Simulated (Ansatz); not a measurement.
```xyz
9

Si   -0.675    0.730   -0.973
C    -0.185   -0.083    0.630
C     0.923   -0.803    0.717
I     1.573   -1.759    2.452
H     0.352    0.415   -2.000
H    -2.001    0.230   -1.423
H    -0.772    2.203   -0.798
H    -0.817    0.034    1.507
H     1.603   -0.967   -0.111
```

Total charge 0; spin multiplicity 1. I: def2 effective core potential.

Problem. List the r2SCAN/def2-TZVPP orbital energies in eV (the Gaussian-basis code of Ansatz). (An estimate is asked.)

Solution. Ansatz gave: Occupied: -1791.14, -274.83, -273.49, -184.70, -141.62, -130.84, -130.54, -130.52, -96.48, -96.46, -96.46, -50.61, -50.52, -50.50, -50.25, -50.25, -20.97, -18.11, -15.09, -13.83, -11.30, -10.81, -9.26, -8.90, -8.27, -8.17, -6.74, -6.38. Lowest empty: -1.71, -1.48, 0.30, 0.83, 1.12, 1.74, 2.08, 2.98.
